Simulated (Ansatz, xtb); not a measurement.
## C6H6N2: which of two isomers lies lower

We compare a, `C#Cc1cnc(C)[nH]1`, a singlet, with b, `C#Cc1c[nH]c(C)n1`, a singlet. Both are isolated molecules in the gas phase, relaxed with r2SCAN-D4/def2-SVP.

a (Å):

```xyz
14

C    -1.7944   -2.6658   -2.5009
C    -1.1660   -2.1852   -1.5724
C    -0.4395   -1.6317   -0.4998
C     0.5501   -2.1455    0.3339
C     0.2390   -0.1233    0.9927
C     0.3307    1.1649    1.7311
N     0.9524   -1.2105    1.2389
N    -0.6175   -0.3294   -0.0510
H    -2.3433   -3.0965   -3.3174
H     0.9730   -3.1493    0.3021
H    -0.6269    1.4346    2.2069
H     0.6228    1.9976    1.0698
H     1.0911    1.0596    2.5146
H    -1.2747    0.3347   -0.4450
```

b (Å):

```xyz
14

C    -1.9462   -3.0652   -2.2405
C    -1.3518   -2.3861   -1.4231
C    -0.6521   -1.6060   -0.4646
C     0.2136   -2.0696    0.5168
C     0.0220    0.1426    0.6013
C     0.2406    1.5390    1.0670
N     0.6306   -0.9449    1.1823
N    -0.7551   -0.2283   -0.3919
H    -2.4747   -3.6569   -2.9642
H     0.5478   -3.0710    0.7775
H     1.2751   -0.9257    1.9647
H    -0.0752    1.6775    2.1145
H     1.2999    1.8363    0.9927
H    -0.3534    2.2096    0.4342
```

Energies in hartree; the thermal terms are from GFN2-xTB frequencies at re-optimised GFN2-xTB minima (ideal gas, soft modes damped towards free rotors, one conformer each, 298.15 K, 1 atm) and include the zero-point energy:

```
                              a           b
E, CCSD(T)/def2-SVP  −340.474664  −340.473254
    E, MP2/def2-SVP  −340.386808  −340.385303
  E, MP2/def2-TZVPP  −341.003360  −341.001943
  zero-point energy     0.104969     0.104851
       H(298 K) − E     0.113719     0.113590
       G(298 K) − E     0.072763     0.072695
```

Question: Correct the CCSD(T) difference for the basis set by the MP2 change, then work out ΔE, ΔE₀, ΔH and ΔG for a → b in kJ/mol (1 Eh = 2625.50 kJ/mol) and the equilibrium ratio [b]/[a].

Answer: 1. Differences b − a: CCSD(T) +0.001410, MP2 in the small set +0.001505, MP2 in the large set +0.001417 Eh.
2. ΔE = +0.001410 + (+0.001417 − (+0.001505)) = +0.001322 Eh = +3.47 kJ/mol.
3. ΔE₀ = ΔE + ΔZPE = +0.001322 + (−0.000118) Eh = +3.16 kJ/mol.
4. ΔH = ΔE + (−0.000129) Eh = +3.13 kJ/mol.
5. ΔG = ΔE + (−0.000068) Eh = +3.29 kJ/mol, so ΔS = (ΔH − ΔG)/T = −0.5 J/(mol K).
6. kT = 0.9442 mEh, so K = [b]/[a] = exp(−ΔG/kT) = exp(−1.33) ≈ 0.26.

The two are too close for this level to say which is favoured. An error of 4 kJ/mol in ΔG would change K by a factor of 5. Mirror images and further conformers aren't counted.

As drawn, both hold the same kinds of bond in the same numbers.

Other levels gave ΔE = +8.7 (GFN2-xTB); +1.7 (HF/STO-3G, GFN2-xTB geometries); +8.3 (r2SCAN-D4/def2-SVP//GFN2-xTB); +8.7 (r2SCAN-D4/def2-SVP); +3.9 (HF/def2-SVP); +4.0 (MP2/def2-SVP); +3.7 (CCSD(T)/def2-SVP) kJ/mol. The correlated steps freeze 8 core orbitals. Programs: Ansatz 0.2.0, xtb 6.7.1.
